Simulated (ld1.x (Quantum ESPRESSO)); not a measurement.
## Debugging a pseudopotential input (mercury, ld1.x (Quantum ESPRESSO) 7.5)

Command:

```bash
ld1.x < Hg.in > Hg.out
```

Input:

```
&input
   title='Hg', zed=80., rel=1, dft='WC', iswitch=3, lsd=1,
   config='[Xe] 4f14 5d10 6s1 6p1',
   nld=3, rlderiv=3.10, eminld=-3.0, emaxld=5.0, deld=0.02
 /
 &inputp
   pseudotype=3, lpaw=.true., tm=.true., lloc=-1, rcloc=2.55,
   nlcc=.true., new_core_ps=.true., rcore=1.30,
   which_augfun='BG', rmatch_augfun=1.45,
   file_pseudopw='Hg.UPF', file_wfcaegen='ae.wfc', file_wfcncgen='nc.wfc', file_beta='beta', file_chi='chi', file_wfcusgen='us.wfc'
 /
6
6S  1  0   1.00   0.00  2.40  2.55  0.0
6S  1  0   0.00   1.30  2.40  2.55  0.0
6P  2  1   1.00   0.00  2.30  2.85  0.0
6P  2  1   0.00   0.70  2.30  2.85  0.0
5D  3  2  10.00   0.00  1.50  1.85  0.0
5D  3  2   0.00   0.40  1.50  1.85  0.0
 &test
   configts(1)='5d10 6s1 6p1'
 /
```

This is an input that runs to its end, with one change: spin polarisation asked for in a generation.

How does the run end?

The program runs through. The occupied levels of the test differ from the all-electron ones by at most 0.00000 Ry (unchanged input: 0.00000 Ry). Messages: WARNING: using Bloechl style augmentation functions is not a good idea, as analytical overlap are not implemented in pwscf: use BESSEL or GAUSS instead..

```
     dft = SLA  PW   WCX  PBC   lsd =0 sic =0 latt =0  beta=0.20 tr2=1.0E-14
     mesh =1279 r(mesh) =  98.78773 xmin = -7.00 dx = 0.01250

     n l     nl             e AE (Ry)        e PS (Ry)    De AE-PS (Ry)
     3 2     5D   1(10.00)       -0.88322       -0.88323        0.00000
     1 0     6S   1( 1.00)       -0.62080       -0.62080        0.00000
     2 1     6P   1( 1.00)       -0.14828       -0.14828        0.00000

     eps = 2.4E-15  iter =  3

     Etot =  -39242.411924 Ry,  -19621.205962 Ha, -533920.214042 eV
     Etotps =  -801.920862 Ry,    -400.960431 Ha,  -10910.689154 eV

     Ekin =     192.013250 Ry,      96.006625 Ha,    2612.473351 eV
     Encl =    -332.488507 Ry,    -166.244253 Ha,   -4523.736593 eV
     Ehrt =      76.417641 Ry,      38.208820 Ha,    1039.714969 eV
     Ecxc =    -737.863245 Ry,    -368.931623 Ha,  -10039.140881 eV
     (Ecc =     -31.216273 Ry,     -15.608137 Ha,    -424.719031 eV)

     ---------------------- End of pseudopotential test ----------------------
```
